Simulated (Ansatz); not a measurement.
F3In (SMILES [F][In]([F])[F]) moved off its minimum; all values from Ansatz (a first-principles code), cores frozen in correlated methods. Elements past Kr take the def2 small-core potentials, without spin–orbit coupling.
(charge 0, multiplicity 1)
```xyz
4

In     0.02385     0.01628    -0.01187
F     -1.62807    -1.08549     0.05688
F     -0.00278     1.79596    -0.73504
F      1.63439    -0.74344     0.70202
```

Question: Give the forces (eV/Å), the total energy and the dipole at CCSD(T)/def2-TZVPPD.

Answer: 
| atom | Fx | Fy | Fz |
|---|---|---|---|
| In1 | -1.157 | -0.716 | 0.059 |
| F2 | 0.836 | 0.592 | -0.062 |
| F3 | -0.019 | 0.266 | -0.125 |
| F4 | 0.340 | -0.142 | 0.129 |
Energy -488.6037 hartree, dipole 0.43 D.
